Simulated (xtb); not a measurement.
Sn(Cl)(SiH3) (ClH3SiSn), SMILES [SiH3][Sn][Cl] (connectivity only; charge and spin as stated), neutral, multiplicity 1. All values are semi-empirical tight-binding results from xtb (GFN2-xTB unless named), good for trends rather than for accurate numbers. Geometry: GFN2-xTB.

Optimised geometry:

Bonds (Å): Sn1–Cl2 2.379, Sn1–Si3 2.641, Si3–H4 1.479, Si3–H5 1.476, Si3–H6 1.480. Angles (°): Cl2–Sn1–Si3 96.1, Sn1–Si3–H4 114.0, Sn1–Si3–H5 115.0, Sn1–Si3–H6 116.8, H4–Si3–H5 103.9, H4–Si3–H6 102.5, H5–Si3–H6 102.8.
Charge 0, spin multiplicity 1.

For metal compounds this method's bond lengths and energies can be far off.

Computed properties:
| Item | Result |
|---|---|
| orbital gap | 1.94 eV |
| zero-point energy | 14.4 kcal/mol |
| G − E(el) at 298.15 K (modified RRHO) | -5.9 kcal/mol |

Task: Give the atomic charges and the Wiberg bond orders between heavy atoms. (An estimate is asked for; the answer gives what the named calculation found.)

Result: charges (e) Sn1 0.26, Cl2 -0.31, Si3 0.34, H4 -0.10, H5 -0.09, H6 -0.11. Bond orders Sn1–Cl2 1.18, Sn1–Si3 0.97.
